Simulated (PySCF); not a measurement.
AlBr3. Atoms are numbered in the order given.

```xyz
4

Al     0.0000     0.0000     0.0000
Br    -2.2416     0.0000     0.0000
Br     1.1208     1.9413     0.0000
Br     1.1208    -1.9413     0.0000
```

Geometry optimised at B3LYP-D3(BJ)/def2-SVP. The isomer is the one that the SMILES or the coordinates give; other isomers of the formula were not compared.

The numbers are results of M06-2X/def2-TZVP (PySCF), not measurements.

Symmetry labels are those of the subgroup C2v that the program uses (full group D3h).

Problem. List the valence orbital energies around the gap with their symmetry. (An estimate is asked for; the answer gives what the named calculation found.)

Solution. 
```
orbital  symmetry  energy (eV)
-------  --------  -----------
HOMO−7         B1       -11.81
HOMO−6         A1       -11.81
HOMO−5         B2       -10.95
HOMO−4         B1       -10.44
HOMO−3         A1       -10.44
HOMO−2         B2       -10.29
HOMO−1         A2       -10.29
HOMO           B1        -9.85
LUMO           A1        -0.99
LUMO+1         B2        -0.94
LUMO+2         A1         1.96
LUMO+3         B1         1.96
```
